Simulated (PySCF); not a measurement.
## Gallium: a sound run and one with changed settings

Sound run: Ga⁺ [Ar] 3d10 4s2, Ga²⁺ [Ar] 3d10 4s1. All numbers are calculated (PySCF 2.14, scalar relativity by spin-free X2C-1e, in x2c-SVPall (5s4p3d, 32 functions)). In the sound run the correlated levels freeze [Ar] 3d10. The sound run starts from symmetry-adapted Hartree-Fock orbitals and uses a fine grid where one is needed.

Changed run: no relativity, point nucleus. This setting is unsound on purpose.

```csv
species,method,sound run (hartree),changed run (hartree),converged
Ga⁺,UHF,-1941.62789,-1915.64029,yes
Ga⁺,PBE,-1942.99036,-1917.00286,yes
Ga⁺,TPSS,-1943.25290,-1917.26497,yes
Ga⁺,MP2,-1941.65218,-1915.66478,yes
Ga⁺,CCSD(T),-1941.66378,-1915.67700,yes
Ga²⁺,UHF,-1940.93852,-1914.97060,yes
Ga²⁺,PBE,-1942.22518,-1916.26089,yes
Ga²⁺,TPSS,-1942.49775,-1916.53275,yes
```

Ionisation energy of Ga⁺:

```tsv
method	sound run (eV)	changed run (eV)
UHF	18.759	18.223
PBE	20.822	20.190
TPSS	20.549	19.925
MP2	19.419	18.890
SCS-MP2	19.552	19.023
CCSD	19.735	19.222
CCSD(T)	19.735	19.222
CCSDT	19.735	19.222
FCI	19.735	19.222
```

Most of the change in total energy is the relativistic energy itself. On top of that the contraction fixes the core shape for the Hamiltonian it was made with, so the changed run is not a good calculation with the other Hamiltonian either.

For comparison, NIST gives 20.515 eV between the lowest levels.
